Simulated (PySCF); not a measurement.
## Fractional electron number in V²⁺ (vanadium, charge +2)

The 3d alpha orbital of [Ar] 3d3 is emptied in steps (occupation f), with all orbitals relaxed, ending at [Ar] 3d2. Computed with PySCF 2.14 in aug-cc-pVDZ, with the non-relativistic Hamiltonian (point nucleus). The exact energy is a straight line in f; departures are measured from the line between the end points of the same method.

```csv
f,M06-2X (eV)
1,0.000
0.8,-0.515
0.6,-0.787
0.4,-0.803
0.2,-0.549
0,0.000
```

```json
{"method": "M06-2X", "E(f=0) − E(f=1) (eV)": "29.944", "−ε at f=1 (eV)": "26.771", "−ε at f=0.4 (eV)": "30.521"}
```

Orbital energy along the path (eV):

| f | M06-2X |
| --- | --- |
| 1 | -26.771 |
| 0.8 | -27.970 |
| 0.6 | -29.213 |
| 0.4 | -30.521 |
| 0.2 | -31.927 |
| 0 | -33.473 |

Reference removal energy between the ground levels: 29.311 eV (measured; NIST Atomic Spectra Database, ionization energies). The calculation has no spin-orbit coupling. The determinant left behind need not be the lowest term of the ion.
